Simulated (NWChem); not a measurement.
A series in which one site is exchanged, each optimised at PBE0/def2-SVP with NWChem, gas phase unless a solvent is named. Some are not confirmed as minima by frequencies. def2 effective core potentials on Te, I; no spin-orbit coupling.

A: [Te]([GeH3])I (GeH$_{3}$TeI; site = I)
B: [GeH3][Te]Br (GeH3TeBr; site = Br)
C: Cl[Te][GeH3] (GeH$_{3}$TeCl; site = Cl)
D: F[Te][GeH3] (GeH$_{3}$TeF; site = F)

Problem. Rank them by dipole (D), PBE0/def2-SVP, lowest first.

Solution. A (1.74), B (2.14), C (2.37), D (2.61)
